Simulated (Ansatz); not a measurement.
Basis-set extrapolation for C2H8AlNO, SMILES `C[N](C)[AlH][OH]` (PBE0-D4/def2-TZVP geometry, frozen core, Ansatz). Multiplicity 1, RHF reference.

|  | def2-TZVPP | def2-QZVPP |
| --- | --- | --- |
| HF | -451.794348 | -451.812310 |
| MP2 correlation | -0.888566 | -0.951374 |
| CCSD(T) correlation | -0.962858 | not run |

Energies in hartree. Use E(X) = E(∞) + A·exp(−7.88·√X) for Hartree–Fock and E(X) = E(∞) + B·X^(−2.97) for correlation, with X = 3 and 4, and add CCSD(T) minus MP2 of the smaller set to the MP2 limit.

Q: What is the CCSD(T) energy at the basis-set limit?

A: HF limit: -451.812310 + (-0.017962) × 0.13774 = -451.81478. MP2 limit: -0.951374 + (-0.062808) × 0.74074 = -0.99790. Higher-order term: -0.962858 − (-0.888566) = -0.07429. Total: -452.88697 hartree, 81.4 kcal/mol below CCSD(T)/def2-TZVPP.
